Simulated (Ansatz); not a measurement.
`N#[C][Ge]([Cl])([Cl])[Cl]`, charge 0, multiplicity 1.

(1) Give a relaxed structure at PBE0-D4/def2-TZVP (the Gaussian-basis code of Ansatz). (Estimate.)

Answers

(1) The calculation gave: 
```xyz
6

N    -0.041   -2.355   -1.020
C    -0.023   -1.299   -0.563
Ge    0.008    0.452    0.196
Cl    1.328    0.446    1.843
Cl   -1.946    0.946    0.821
Cl    0.675    1.810   -1.276
```
Point group C3v.
